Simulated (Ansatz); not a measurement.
The cluster KPbBr3. Charge 0, multiplicity 1. Geometry B3LYP-D4/def2-SVP; atoms count from 1.

```tsv
atom	x (Å)	y (Å)	z (Å)
K1	-0.4325	-1.2059	0.6575
Pb2	0.9649	2.4997	-1.5566
Br3	-1.3834	-3.3593	2.3539
Br4	-1.4735	1.4240	-1.2708
Br5	2.3245	0.6414	-0.1840
```

In the def2 sets Pb takes a core potential; there is no spin–orbit coupling. Another isomer (singlet) lies 1.69 eV lower at PBE0-D4/def2-TZVP; other spin states weren't run for this one.

(1) Estimate the Mulliken populations from the PBE0/def2-TZVP orbitals of Ansatz.

(2) And the Mayer bond orders between bonded heavy atoms (over 0.3)?

## Answers

(1) 
```csv
atom,charge (e)
K1,0.67
Pb2,0.84
Br3,-0.74
Br4,-0.39
Br5,-0.39
```
Mulliken values and Mayer orders depend strongly on the basis.

(2) K1–Br3 0.50 (2.90 Å); Pb2–Br4 0.94 (2.68 Å); Pb2–Br5 0.94 (2.68 Å).
